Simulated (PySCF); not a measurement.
Ge2H6, optimised at PBE/def2-SVP:

```xyz
8

Ge    -0.0172    -0.0025     0.0600
Ge    -0.0127     0.9470    -2.1854
H      0.4017    -1.4960     0.0188
H      0.9771     0.7612     0.9744
H     -1.4334     0.0931     0.6870
H      1.4035     0.8513    -2.8125
H     -0.4314     2.4406    -2.1442
H     -1.0071     0.1834    -3.0998
```

Energies from PySCF, thermal terms from the rigid-rotor harmonic-oscillator model, ideal gas at 1 bar. 6-31G* has spherical d functions here. All species are closed-shell singlets. B3LYP is the form with VWN-RPA correlation. Ge: all electrons, no relativistic terms.

List the harmonic frequencies (cm⁻¹, unscaled) at this level and at the other levels, each on its own geometry.


- PBE/def2-SVP: 102, 258, 347, 347, 539, 539, 728, 804, 854, 854, 858, 858, 2068, 2072, 2081, 2081, 2091, 2092
- B3LYP/6-31G*: 98, 262, 357, 357, 556, 556, 752, 838, 879, 879, 884, 884, 2099, 2105, 2114, 2114, 2124, 2124
- HF/6-31G*: 107, 280, 393, 393, 615, 615, 839, 927, 968, 968, 974, 974, 2217, 2217, 2222, 2226, 2226, 2235
- PBE0/def2-TZVP: 106, 269, 359, 359, 559, 559, 756, 835, 882, 882, 886, 886, 2142, 2148, 2150, 2150, 2159, 2160
